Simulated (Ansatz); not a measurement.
CH6FNOSn (`C[O][SnH]([NH2])[F]`) at its PBE0-D4/def2-TZVP geometry, where that method's forces vanish. The species carries charge 0 and has multiplicity 1. Sn: def2 effective core potential.

```json
{"atom": "C1", "x (Å)": "-1.685", "y (Å)": "-0.390", "z (Å)": "-0.510"}
{"atom": "O2", "x (Å)": "-1.069", "y (Å)": "0.834", "z (Å)": "-0.184"}
{"atom": "Sn3", "x (Å)": "0.870", "y (Å)": "0.971", "z (Å)": "-0.019"}
{"atom": "N4", "x (Å)": "1.653", "y (Å)": "-0.386", "z (Å)": "1.231"}
{"atom": "F5", "x (Å)": "1.613", "y (Å)": "0.428", "z (Å)": "-1.706"}
{"atom": "H6", "x (Å)": "-1.520", "y (Å)": "-0.663", "z (Å)": "-1.558"}
{"atom": "H7", "x (Å)": "-2.761", "y (Å)": "-0.282", "z (Å)": "-0.350"}
{"atom": "H8", "x (Å)": "-1.335", "y (Å)": "-1.221", "z (Å)": "0.119"}
{"atom": "H9", "x (Å)": "1.228", "y (Å)": "2.598", "z (Å)": "0.260"}
{"atom": "H10", "x (Å)": "1.033", "y (Å)": "-0.677", "z (Å)": "1.976"}
{"atom": "H11", "x (Å)": "1.973", "y (Å)": "-1.212", "z (Å)": "0.740"}
```

(1) For each bond, give half the difference of the two atoms' forces along it (eV/Å; positive pushes the atoms apart) under PBE-D4, r2SCAN-D4, B3LYP-D4, ωB97M-V in def2-TZVPP. (Best estimate.)

Answers

(1) Computed: 
```json
{"bond": "C1–O2", "length (Å)": "1.409", "PBE-D4": "0.24", "r2SCAN-D4": "0.27", "B3LYP-D4": "0.27", "ωB97M-V": "0.30"}
{"bond": "C1–H6", "length (Å)": "1.096", "PBE-D4": "0.07", "r2SCAN-D4": "-0.06", "B3LYP-D4": "-0.09", "ωB97M-V": "-0.11"}
{"bond": "C1–H7", "length (Å)": "1.093", "PBE-D4": "0.10", "r2SCAN-D4": "-0.04", "B3LYP-D4": "-0.12", "ωB97M-V": "-0.12"}
{"bond": "C1–H8", "length (Å)": "1.098", "PBE-D4": "0.06", "r2SCAN-D4": "-0.06", "B3LYP-D4": "-0.09", "ωB97M-V": "-0.10"}
{"bond": "O2–Sn3", "length (Å)": "1.951", "PBE-D4": "0.28", "r2SCAN-D4": "0.05", "B3LYP-D4": "0.12", "ωB97M-V": "-0.08"}
{"bond": "Sn3–N4", "length (Å)": "2.005", "PBE-D4": "0.11", "r2SCAN-D4": "0.08", "B3LYP-D4": "0.19", "ωB97M-V": "0.00"}
{"bond": "Sn3–F5", "length (Å)": "1.921", "PBE-D4": "0.46", "r2SCAN-D4": "0.07", "B3LYP-D4": "0.27", "ωB97M-V": "0.06"}
{"bond": "Sn3–H9", "length (Å)": "1.689", "PBE-D4": "-0.07", "r2SCAN-D4": "-0.06", "B3LYP-D4": "-0.15", "ωB97M-V": "-0.14"}
{"bond": "N4–H10", "length (Å)": "1.012", "PBE-D4": "0.20", "r2SCAN-D4": "0.01", "B3LYP-D4": "-0.06", "ωB97M-V": "-0.03"}
{"bond": "N4–H11", "length (Å)": "1.013", "PBE-D4": "0.20", "r2SCAN-D4": "0.01", "B3LYP-D4": "-0.06", "ωB97M-V": "-0.02"}
```

B3LYP here is the variant with VWN-RPA as its local correlation; programs differ in this.
